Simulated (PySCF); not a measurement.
A GIAO shielding run with PySCF 2.14 (density fitting, non-relativistic, gas phase) on `F[Si@@H]1C=CBC1`, C3H6BFSi:

```
$ OMP_NUM_THREADS=1 python probes_run.py task.json out

{"job": {"kind": "nmr", "xc": "PBE0", "basis": "6-311+G(2d,p)", "pop": true}, "charge": 0, "multiplicity": 1}
F     -0.484565    -2.073690     1.914291
Si    -0.178027    -1.383441     0.467519
C      1.463761    -0.493356     0.446853
C      1.300669     0.749077    -0.077761
B     -0.151931     1.042607    -0.569474
C     -1.233631     0.113151     0.088523
H     -0.276947    -2.481370    -0.534643
H      2.443458    -0.875143     0.760215
H      2.158113     1.418357    -0.219427
H     -0.395682     1.840826    -1.445751
H     -1.462950     0.541062     1.084408
H     -2.179014    -0.021140    -0.452581
```

Hardware: 1 thread of an Arm Neoverse V1, shared host. The job also computes population analyses, field gradients, ring-centre shieldings.

(1) How large is the calculation?

(2) How long does it take, and how much memory does it need?

(3) And these other runs on the same molecule and hardware: GIAO shielding at B3LYP/pcSseg-1; GIAO shielding at B97-D/pcSseg-1; GIAO shielding at BLYP/pcSseg-1; GIAO shielding at BP86/pcSseg-1; GIAO shielding at HF/pcSseg-1; GIAO shielding at KT2/pcSseg-1?

Answers

(1) 52 electrons, 206 basis functions and 691 auxiliary functions.

(2) 20 s of wall time, with 13 SCF cycles and 5 response iterations; peak memory 0.95 GiB. Times on a shared host scatter by some tens of per cent.

(3) B3LYP/pcSseg-1: 139 functions, 11 s; B97-D/pcSseg-1: 139 functions, 18 s; BLYP/pcSseg-1: 139 functions, 18 s; BP86/pcSseg-1: 139 functions, 18 s; HF/pcSseg-1: 139 functions, 5.6 s; KT2/pcSseg-1: 139 functions, 19 s.
